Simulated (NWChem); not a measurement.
Molecule: C₂H₅ClSi; SMILES C=C([SiH3])Cl

All runs: NWChem. Pople sets run with spherical d functions. All runs use the structure optimised with PBE-D3(BJ)/def2-SVP.

### Question
What does the run give for LC-wPBE (HJS exchange hole, range parameter 0.4 per bohr)/6-31G*? Quantities: highest occupied level (eV); orbital gap (eV); dipole (D).

### Answer
- highest occupied level (eV): -10.25
- orbital gap (eV): 12.05
- dipole (D): 1.72
